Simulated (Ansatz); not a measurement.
# Nudged elastic band run: BrCl2F2HHf

input.yaml

```yaml
crystal:
  periodic: [false, false, false]
  atoms:
    - { symbol: Hf, position_ang: [0.025546, 0.0, -0.071102] }
    - { symbol: F, position_ang: [0.237932, -5.0e-06, 1.835928] }
    - { symbol: F, position_ang: [1.831874, 0.0, -0.647587] }
    - { symbol: Cl, position_ang: [-0.825519, 1.988733, -1.013885] }
    - { symbol: Cl, position_ang: [-0.825519, -1.988735, -1.013882] }
    - { symbol: Br, position_ang: [-2.895504, -1.0e-06, 1.402656] }
    - { symbol: H, position_ang: [-2.19001, 8.0e-06, 2.649171] }
basis:
  gaussian: { orbitals: def2-SVP }
hamiltonian:
  xc: b3lyp
  dispersion: d4
neb:
  order_check: false
  images: 4
  f_tol: 0.03
  max_iterations: 60
  climbing: false
  final_atoms:
    - { symbol: Hf, position_ang: [-0.50015025, -0.00102332, -0.08458108] }
    - { symbol: F, position_ang: [-0.09489327, -0.00631729, 2.19510257] }
    - { symbol: F, position_ang: [1.39503151, 0.00485216, 0.11996534] }
    - { symbol: Cl, position_ang: [-0.81953689, 1.89413938, -1.41304865] }
    - { symbol: Cl, position_ang: [-0.81626562, -1.89759747, -1.41206229] }
    - { symbol: Br, position_ang: [-2.77935937, 0.00524464, 1.2622502] }
    - { symbol: H, position_ang: [-1.02602611, 0.0007019, 2.47367291] }
  initial_path:
    images:
      - { positions_ang: [[0.025546, 0.0, -0.071102], [0.237932, -5.0e-06, 1.835928], [1.831874, 0.0, -0.647587], [-0.825519, 1.988733, -1.013885], [-0.825519, -1.988735, -1.013882], [-2.895504, -1.0e-06, 1.402656], [-2.19001, 8.0e-06, 2.649171]] }
      - { positions_ang: [[0.01964225, -1.4e-07, -0.03611524], [0.12425902, -2.57e-06, 2.03982347], [1.85651097, -3.7e-07, -0.62736499], [-0.95739712, 2.01575951, -0.9489868], [-0.95739732, -2.01576129, -0.94898401], [-2.8807095, -3.9e-07, 1.19854898], [-1.8461083, 5.25e-06, 2.46437758]] }
      - { positions_ang: [[0.01373851, -2.7e-07, -0.00112848], [0.01058604, -1.4e-07, 2.24371894], [1.88114794, -7.5e-07, -0.60714298], [-1.08927524, 2.04278602, -0.8840886], [-1.08927563, -2.04278758, -0.88408602], [-2.86591501, 2.2e-07, 0.99444197], [-1.50220659, 2.5e-06, 2.27958417]] }
      - { positions_ang: [[-0.09140074, -0.00020494, -0.0038243], [-0.05597901, -0.0012626, 2.31555386], [1.79377944, 0.00096968, -0.45363251], [-1.08807882, 2.02386729, -0.96392133], [-1.08742496, -2.02456008, -0.96372207], [-2.84268608, 0.00104935, 0.96636081], [-1.26940982, 0.00014128, 2.24448455]] }
      - { positions_ang: [[-0.2957755, -0.00061413, -0.04420269], [-0.07543614, -0.00378994, 2.25532821], [1.59440547, 0.00291092, -0.16683358], [-0.95380786, 1.95900334, -1.18848499], [-0.95184529, -1.96107877, -1.18789218], [-2.81102273, 0.00314699, 1.1143055], [-1.14771796, 0.00042159, 2.35907873]] }
      - { positions_ang: [[-0.50015025, -0.00102332, -0.08458108], [-0.09489327, -0.00631729, 2.19510257], [1.39503151, 0.00485216, 0.11996534], [-0.81953689, 1.89413938, -1.41304865], [-0.81626562, -1.89759747, -1.41206229], [-2.77935937, 0.00524464, 1.2622502], [-1.02602611, 0.0007019, 2.47367291]] }
```

Run as:

```bash
$ ansatz run input.yaml --threads 4 --pin off --max-ram 5120MiB --backend cpu --events-out ev --progress --plain --runs-dir out
```

Output, in part (warnings, iteration lines, the closing report on the highest movable image, with atoms numbered from 0):

```
NEB end point (image 0): max|allowed force component| = 2.422e-2 eV/Å (the criterion of neb.relax_end_points is 1.000e-2)
NEB end point (image 5): max|allowed force component| = 2.686e-2 eV/Å (the criterion of neb.relax_end_points is 1.000e-2)
NEB iter   1: max|band force component| = 3.071e0 eV/Å  barrier→ = 2.2082 eV  barrier← = 1.9340 eV  Δτ_max = 0.2000 Å  (176 SCF iters)
NEB iter   2: max|band force component| = 1.993e0 eV/Å  barrier→ = 0.9195 eV  barrier← = 0.6453 eV  Δτ_max = 0.2000 Å  (143 SCF iters)
NEB iter   3: max|band force component| = 8.531e-1 eV/Å  barrier→ = 0.5308 eV  barrier← = 0.2565 eV  Δτ_max = 0.1984 Å  (141 SCF iters)
NEB iter   4: max|band force component| = 5.311e-1 eV/Å  barrier→ = 0.5027 eV  barrier← = 0.2285 eV  Δτ_max = 0.0800 Å  (134 SCF iters)
NEB iter   5: max|band force component| = 7.497e-1 eV/Å  barrier→ = 0.4843 eV  barrier← = 0.2101 eV  Δτ_max = 0.0400 Å  (129 SCF iters)
NEB iter   6: max|band force component| = 5.560e-1 eV/Å  barrier→ = 0.4477 eV  barrier← = 0.1735 eV  Δτ_max = 0.0361 Å  (131 SCF iters)
NEB iter   7: max|band force component| = 4.274e-1 eV/Å  barrier→ = 0.4124 eV  barrier← = 0.1381 eV  Δτ_max = 0.0797 Å  (132 SCF iters)
NEB iter   8: max|band force component| = 2.339e-1 eV/Å  barrier→ = 0.3650 eV  barrier← = 0.0908 eV  Δτ_max = 0.0283 Å  (128 SCF iters)
NEB iter   9: max|band force component| = 6.867e-2 eV/Å  barrier→ = 0.3613 eV  barrier← = 0.0871 eV  Δτ_max = 0.0079 Å  (127 SCF iters)
NEB iter  10: max|band force component| = 2.141e-2 eV/Å  barrier→ = 0.3609 eV  barrier← = 0.0867 eV  Δτ_max = 0.0000 Å  (241 SCF iters)
Total energy: -101839.12698377 eV, -3742.5188876139 hartree
Atom 0 at    -0.287814    -0.000170    -0.004587 Å, force     0.173146     0.000534     0.061360 eV/Å
Atom 1 at    -0.021644     0.002583     2.011588 Å, force     0.123199    -0.000031    -0.170266 eV/Å
Atom 2 at     1.593322    -0.001739    -0.176802 Å, force     0.176323     0.000110    -0.168141 eV/Å
Atom 3 at    -0.866250     1.925424    -1.220830 Å, force    -0.003462    -0.009322     0.086951 eV/Å
Atom 4 at    -0.867138    -1.924651    -1.222522 Å, force    -0.003735     0.009465     0.087924 eV/Å
Atom 5 at    -2.771385    -0.002668     1.504342 Å, force    -0.034551     0.000661     0.161638 eV/Å
Atom 6 at    -1.420289     0.001221     2.250109 Å, force    -0.430919    -0.001417    -0.059467 eV/Å
Dipole moment:    -0.315844     0.000187     0.301121 e Å
```

The run converged. No image climbed, so the highest image needn't sit at the top of the path. The orbitals stay closed-shell, which can raise the energy where a bond breaks towards radicals; this wasn't checked here.

Final band (atoms are numbered from 1 in the order of the input):

| image | path coordinate (Å) | energy (eV) | Br6–H7 (Å) | F2–H7 (Å) |
| --- | --- | --- | --- | --- |
| 0 | 0.00 | 0.00 | 1.43 | 2.56 |
| 1 | 0.39 | 0.03 | 1.43 | 2.13 |
| 2 | 0.79 | 0.14 | 1.45 | 1.77 |
| 3 | 1.18 | 0.36 | 1.54 | 1.42 |
| 4 | 1.58 | 0.35 | 1.85 | 1.06 |
| 5 | 1.97 | 0.27 | 2.13 | 0.97 |

Run time: 2.5 min on 4 threads of Intel(R) Xeon(R) Platinum 8259CL CPU @ 2.50GHz (Skylake/Cascade Lake), on a shared host, peak memory 0.45 GiB.
